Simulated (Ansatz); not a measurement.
Geometry optimisation of Be₅S₄⁺.

```yaml
crystal:
  periodic: [false, false, false]
  atoms:
    - {symbol: Be, position_ang: [1.075530, 1.433410, -0.229160]}
    - {symbol: Be, position_ang: [-0.560330, 0.153510, 1.705700]}
    - {symbol: Be, position_ang: [0.303090, -0.965300, -2.486830]}
    - {symbol: Be, position_ang: [-1.370160, -2.262400, -0.531840]}
    - {symbol: Be, position_ang: [1.024380, 3.118600, 2.925740]}
    - {symbol: S, position_ang: [-0.824220, -2.470220, -2.325990]}
    - {symbol: S, position_ang: [1.179990, 0.603930, -1.856820]}
    - {symbol: S, position_ang: [0.564230, 1.768880, 1.642310]}
    - {symbol: S, position_ang: [-1.392510, -1.380400, 1.156880]}
basis:
  gaussian: {orbitals: def2-SVP}
total_charge: 1
magnetization: {spin_polarized: true, initial_magnetization: 1}
hamiltonian: {xc: pbe, dispersion: d4}
scf: {lower_state_search: "off"}
output: {orbitals: {seedname: orbitals}}
relax: {f_tol: 0.02, max_steps: 100}
```

```sh
$ ansatz run in.yaml --threads 4 --pin off --events-out ev --progress --plain --max-ram 4787MiB
```

Output, abridged:

```
Functional definition: PBE
  name "PBE"
  cite "Perdew, Burke & Ernzerhof, Phys. Rev. Lett. 77, 3865 (1996) doi:10.1103/PhysRevLett.77.3865"
  parent pbe
  parameter kappa = 0.804
  parameter beta = 0.06672455060314922
  exchange = pbe_x(kappa = kappa, mu = beta*pi^2/3)
  correlation = pbe_c(beta = beta)
these checks for a lower state are left out or cut short: stability, starts, cluster_reference, orbital_swaps, neighbouring_geometries, increment
mean field -45309.29995405 eV, -1665.0860615646 hartree, gradient 1.3e-6 eV, S^2 0.751973; 0 other end points of the search recorded, 0 dependent functions left out
the calculation of the forces begins
relax step   1: F+E_penalty+E_count = -45309.69803377 eV  Δ(F+E_penalty+E_count) = +0.000e0 eV  max|allowed force component| = 1.092e0 eV/Å  Δτ_max = 0.0000 Å  (35 SCF iters, accepted)
these checks for a lower state are left out or cut short: stability, starts, cluster_reference, orbital_swaps, neighbouring_geometries, increment
mean field -45309.80019770 eV, -1665.1044451798 hartree, gradient 1.7e-6 eV, S^2 0.752007; 0 other end points of the search recorded, 0 dependent functions left out
the calculation of the forces begins
relax step   2: F+E_penalty+E_count = -45310.18894651 eV  Δ(F+E_penalty+E_count) = -4.909e-1 eV  max|allowed force component| = 6.532e-1 eV/Å  Δτ_max = 0.1175 Å  (19 SCF iters, accepted)
these checks for a lower state are left out or cut short: stability, starts, cluster_reference, orbital_swaps, neighbouring_geometries, increment
mean field -45310.15230386 eV, -1665.1173848425 hartree, gradient 1.5e-6 eV, S^2 0.752152; 0 other end points of the search recorded, 0 dependent functions left out
the calculation of the forces begins
relax step   3: F+E_penalty+E_count = -45310.53332793 eV  Δ(F+E_penalty+E_count) = -3.444e-1 eV  max|allowed force component| = 4.083e-1 eV/Å  Δτ_max = 0.1948 Å  (23 SCF iters, accepted)
these checks for a lower state are left out or cut short: stability, starts, cluster_reference, orbital_swaps, neighbouring_geometries, increment
mean field -45310.28066928 eV, -1665.1221021848 hartree, gradient 2.9e-6 eV, S^2 0.752012; 0 other end points of the search recorded, 0 dependent functions left out
the calculation of the forces begins
relax step   4: F+E_penalty+E_count = -45310.66221456 eV  Δ(F+E_penalty+E_count) = -1.289e-1 eV  max|allowed force component| = 3.079e-1 eV/Å  Δτ_max = 0.1951 Å  (18 SCF iters, accepted)
these checks for a lower state are left out or cut short: stability, starts, cluster_reference, orbital_swaps, neighbouring_geometries, increment
mean field -45310.33888582 eV, -1665.1242416031 hartree, gradient 3.1e-6 eV, S^2 0.751800; 0 other end points of the search recorded, 0 dependent functions left out
the calculation of the forces begins
relax step   5: F+E_penalty+E_count = -45310.72328585 eV  Δ(F+E_penalty+E_count) = -6.107e-2 eV  max|allowed force component| = 1.402e-1 eV/Å  Δτ_max = 0.2000 Å  (19 SCF iters, accepted)
these checks for a lower state are left out or cut short: stability, starts, cluster_reference, orbital_swaps, neighbouring_geometries, increment
mean field -45310.39657130 eV, -1665.1263615053 hartree, gradient 4.7e-6 eV, S^2 0.751511; 0 other end points of the search recorded, 0 dependent functions left out
the calculation of the forces begins
relax step   6: F+E_penalty+E_count = -45310.78479444 eV  Δ(F+E_penalty+E_count) = -6.151e-2 eV  max|allowed force component| = 1.926e-1 eV/Å  Δτ_max = 0.1999 Å  (19 SCF iters, accepted)
these checks for a lower state are left out or cut short: stability, starts, cluster_reference, orbital_swaps, neighbouring_geometries, increment
mean field -45310.44706939 eV, -1665.1282172759 hartree, gradient 4.8e-6 eV, S^2 0.751225; 0 other end points of the search recorded, 0 dependent functions left out
the calculation of the forces begins
relax step   7: F+E_penalty+E_count = -45310.83978108 eV  Δ(F+E_penalty+E_count) = -5.499e-2 eV  max|allowed force component| = 2.420e-1 eV/Å  Δτ_max = 0.1950 Å  (19 SCF iters, accepted)
these checks for a lower state are left out or cut short: stability, starts, cluster_reference, orbital_swaps, neighbouring_geometries, increment
mean field -45310.48968534 eV, -1665.1297833831 hartree, gradient 4.9e-6 eV, S^2 0.751125; 0 other end points of the search recorded, 0 dependent functions left out
the calculation of the forces begins
relax step   8: F+E_penalty+E_count = -45310.88964827 eV  Δ(F+E_penalty+E_count) = -4.987e-2 eV  max|allowed force component| = 1.895e-1 eV/Å  Δτ_max = 0.2000 Å  (19 SCF iters, accepted)
these checks for a lower state are left out or cut short: stability, starts, cluster_reference, orbital_swaps, neighbouring_geometries, increment
mean field -45310.50966435 eV, -1665.1305175983 hartree, gradient 2.2e-6 eV, S^2 0.751077; 0 other end points of the search recorded, 0 dependent functions left out
the calculation of the forces begins
relax step   9: F+E_penalty+E_count = -45310.92142021 eV  Δ(F+E_penalty+E_count) = -3.177e-2 eV  max|allowed force component| = 5.847e-1 eV/Å  Δτ_max = 0.1998 Å  (23 SCF iters, accepted)
these checks for a lower state are left out or cut short: stability, starts, cluster_reference, orbital_swaps, neighbouring_geometries, increment
mean field -45310.52758625 eV, -1665.1311762159 hartree, gradient 2.3e-6 eV, S^2 0.751117; 0 other end points of the search recorded, 0 dependent functions left out
the calculation of the forces begins
relax step  10: F+E_penalty+E_count = -45310.94974462 eV  Δ(F+E_penalty+E_count) = -2.832e-2 eV  max|allowed force component| = 1.115e-1 eV/Å  Δτ_max = 0.2000 Å  (22 SCF iters, accepted)
these checks for a lower state are left out or cut short: stability, starts, cluster_reference, orbital_swaps, neighbouring_geometries, increment
mean field -45310.53452757 eV, -1665.1314313049 hartree, gradient 2.8e-6 eV, S^2 0.751104; 0 other end points of the search recorded, 0 dependent functions left out
the calculation of the forces begins
relax step  11: F+E_penalty+E_count = -45310.95536526 eV  Δ(F+E_penalty+E_count) = -5.621e-3 eV  max|allowed force component| = 4.336e-2 eV/Å  Δτ_max = 0.0469 Å  (18 SCF iters, accepted)
these checks for a lower state are left out or cut short: stability, starts, cluster_reference, orbital_swaps, neighbouring_geometries, increment
mean field -45310.53246252 eV, -1665.1313554154 hartree, gradient 1.4e-6 eV, S^2 0.751124; 0 other end points of the search recorded, 0 dependent functions left out
the calculation of the forces begins
relax step  12: F+E_penalty+E_count = -45310.95648183 eV  Δ(F+E_penalty+E_count) = -1.117e-3 eV  max|allowed force component| = 5.903e-2 eV/Å  Δτ_max = 0.0535 Å  (18 SCF iters, accepted)
these checks for a lower state are left out or cut short: stability, starts, cluster_reference, orbital_swaps, neighbouring_geometries, increment
mean field -45310.53168475 eV, -1665.1313268330 hartree, gradient 1.7e-6 eV, S^2 0.751129; 0 other end points of the search recorded, 0 dependent functions left out
the calculation of the forces begins
relax step  13: F+E_penalty+E_count = -45310.95692050 eV  Δ(F+E_penalty+E_count) = -4.387e-4 eV  max|allowed force component| = 2.164e-2 eV/Å  Δτ_max = 0.0174 Å  (19 SCF iters, accepted)
these checks for a lower state are left out or cut short: stability, starts, cluster_reference, orbital_swaps, neighbouring_geometries, increment
mean field -45310.53134467 eV, -1665.1313143356 hartree, gradient 2.9e-6 eV, S^2 0.751129; 0 other end points of the search recorded, 0 dependent functions left out
the calculation of the forces begins
relax step  14: F+E_penalty+E_count = -45310.95696106 eV  Δ(F+E_penalty+E_count) = -4.056e-5 eV  max|allowed force component| = 5.962e-3 eV/Å  Δτ_max = 0.0067 Å  (13 SCF iters, accepted)
Total energy: -45310.95702551 eV, -1665.1469578177 hartree
Atom 0 at     0.774775     1.368926    -0.504868 Å, force    -0.000860     0.002774     0.003287 eV/Å
Atom 1 at    -0.854601     0.109079     1.409469 Å, force     0.000851     0.004074     0.001249 eV/Å
Atom 2 at     0.497674    -0.705117    -2.012177 Å, force     0.004973     0.003181     0.001435 eV/Å
Atom 3 at    -1.057993    -1.907993    -0.184316 Å, force     0.001126     0.000207     0.005962 eV/Å
Atom 4 at     1.211806     2.039421     2.373551 Å, force    -0.000352     0.000115    -0.000226 eV/Å
Atom 5 at    -1.054794    -1.799424    -2.081875 Å, force    -0.003278    -0.000855    -0.003344 eV/Å
Atom 6 at     1.912252     0.590243    -1.761501 Å, force    -0.001942    -0.003303    -0.002167 eV/Å
Atom 7 at    -0.361026     2.019064     1.021410 Å, force     0.000111    -0.003927    -0.002499 eV/Å
Atom 8 at    -1.068091    -1.714188     1.740298 Å, force    -0.000628    -0.002267    -0.003698 eV/Å
Dipole moment:     0.244774     0.940557     0.827283 e Å
Checks for a lower state left out: stability, starts, cluster_reference, orbital_swaps, neighbouring_geometries, increment
```

Hardware: 4 threads of Intel Xeon on a shared host. Wall time 70 s.

The structure comes from a short search, and lower isomers may exist.
